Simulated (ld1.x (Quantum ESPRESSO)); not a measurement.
## Logarithmic derivatives: Cu (Z = 29), TM

```
Element                 : Cu
Generator               : ld1.x (Quantum ESPRESSO) 7.5
Type                    : norm-conserving Troullier–Martins (Kleinman–Bylander form)
Functional              : PBE
Relativity              : scalar-relativistic
Frozen core             : [Ar]
Valence charge          : 11
Reference configuration : 3d10 4s1 4p0
Partial waves           : 4p (bound, empty): rc 2.30 bohr; 3d (bound): rc 1.40 bohr; 4s (bound): rc 2.40 bohr
Local potential         : the s channel
Core correction         : a·sin(br)/r model core inside 1.15 bohr
```

The phase is arctan(r·u′/u) with u = r·R(r), unwrapped; energies in Ry, scanned from -2 to 5 Ry. A pole is an energy at which the radial function vanishes at the test radius. The pseudo phase is shifted by a multiple of π to meet the all-electron one at the reference energy, and phase errors are pseudo minus all-electron; the curves can meet again beyond the range given. Levels narrower than the energy grid can be missing from the lists of poles.

Question: For each channel, where are the poles, and over which energies does the pseudopotential scatter like the atom?

Answer:

```
channel  radius (bohr)  reference energy (Ry)  poles, all-electron  poles, pseudo  unbroken range about the reference energy with phases within 0.05 rad  phase error 1 Ry above the reference energy (rad)
      s           2.59                  -0.34                 1.29           1.20                                                              below 2.3                                             -0.008
      p           2.59                  -0.05                 2.34           2.33                                                        the whole range                                             -0.002
      d           2.59                  -0.37          -0.27, 4.26          -0.27                                                              below 0.8                                             +0.032
```

Phases in the s channel:

| E (Ry) | all-electron | pseudo |
| --- | --- | --- |
| -2.00 | 1.220 | 1.218 |
| -1.52 | 1.127 | 1.124 |
| -1.04 | 0.923 | 0.920 |
| -0.56 | 0.273 | 0.271 |
| -0.08 | -0.909 | -0.910 |
| 0.40 | -1.336 | -1.342 |
| 0.88 | -1.494 | -1.504 |
| 1.36 | -1.581 | -1.598 |
| 1.84 | -1.644 | -1.672 |
| 2.32 | -1.701 | -1.751 |
| 2.80 | -1.763 | -1.868 |
| 3.28 | -1.846 | -2.134 |
| 3.76 | -1.984 | -3.164 |
| 4.24 | -2.287 | -4.215 |
| 4.72 | -3.113 | -4.482 |
